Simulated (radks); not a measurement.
Problem. Species: the oxygen ion O3+. Configuration: [He] 2s0.5 2p2.5 (fractional occupations, a model configuration). Calculated with a radial shooting solver on a logarithmic mesh with Libxc functionals: non-relativistic Kohn-Sham, BLYP, spin-polarised, spherical densities, point nucleus; open shells are filled with parallel spins first. Some entries of the table are withheld. Estimate them.

orbital  occ.  eigenvalue (hartree)  r(max) (bohr)  <r> (bohr)
1s up       1                   (1)            (2)      0.1996
1s down     1                   (3)            (4)      0.1988
2s up     0.5              -2.97482            (5)      0.9730
2p up     2.5              -2.44350         0.7016      0.9140

Solution. 
(1) 1s up eigenvalue (hartree): -21.49112
(2) 1s up r(max) (bohr): 0.1292
(3) 1s down eigenvalue (hartree): -21.38321
(4) 1s down r(max) (bohr): 0.1290
(5) 2s up r(max) (bohr): 0.8054
